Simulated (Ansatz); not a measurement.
`[F][Ga]([Br])[Br]` + `[NH2][Al]([F])[O][SiH3]` → `[SiH3][O][Ga]([Br])[Br]` + `[NH2][Al]([F])[F]`  (redistribution)

Gas-phase electronic energies from Ansatz, PBE0-D4/def2-TZVP geometries. CBS: MP2 limit from def2 TZ/QZ plus the TZ coupled-cluster correction, frozen cores. Functionals use def2-TZVPP. B3LYP here is the variant with VWN-RPA as its local correlation; programs differ in this. HSE06 is defined as in plane-wave codes. For Br, Ga outer-core shells are correlated without core-valence functions, which leaves a few kJ/mol of doubt a bond. Scalar relativity is left out up to krypton. One conformer a species, not always the lowest.

```tsv
level	ΔE (kJ/mol)	difference from CCSD(T)/CBS
PBE-D4	-14.6	7.3
revPBE-D4	-15.2	6.7
BLYP-D4	-14.5	7.4
r2SCAN-D4	-12.9	9.0
B97M-V	-10.8	11.1
PBE0-D4	-14.9	7.0
B3LYP-D4	-14.5	7.4
r2SCANh-D4	-13.2	8.7
r2SCAN0-D4	-13.7	8.2
HSE06-D4	-14.9	7.0
CAM-B3LYP-D4	-13.0	8.9
ωB97X-V	-13.3	8.6
ωB97M-V	-13.7	8.2
B2PLYP	-14.2	7.7
PBE-QIDH	-16.6	5.3
PBE	-11.6	10.3
revPBE	-10.2	11.7
BLYP	-8.6	13.3
r2SCAN	-12.2	9.7
PBE0	-12.1	9.8
B3LYP	-9.5	12.4
r2SCANh	-12.4	9.5
r2SCAN0	-12.7	9.2
HSE06	-12.2	9.7
BHLYP	-9.7	12.2
CAM-B3LYP	-9.9	12.0
LC-ωPBE	-11.4	10.5
RPA@PBE/def2-TZVPP	-19.3	2.6
HF/def2-SVP	-3.2	18.7
MP2/def2-SVP	-15.5	6.4
CCSD/def2-SVP	-12.2	9.7
CCSD(T)/def2-SVP	-13.5	8.4
HF/def2-TZVPP	-8.1	13.8
MP2/def2-TZVPP	-22.3	-0.4
SCS-MP2/def2-TZVPP	-19.4	2.5
CCSD(T)/def2-TZVPP	-19.6	2.3
HF/def2-QZVPP	-8.0	13.9
MP2/def2-QZVPP	-23.6	-1.7
SCS-MP2/def2-QZVPP	-20.4	1.5
CCSD/CBS(def2)	-20.5	1.4
CCSD(T)/CBS	-21.9	0
```

Largest T1 diagnostic among the species: 0.012.

At CCSD(T), def2-SVP lies +8.4 kJ/mol from the extrapolated value and def2-TZVPP +2.3 kJ/mol. Leaving LDA and LC-ωPBE aside and taking each functional with its dispersion term where it has one, the values spread over 5.8 kJ/mol, from PBE-QIDH to B97M-V. LDA lies −3.0 kJ/mol from PBE without D4.
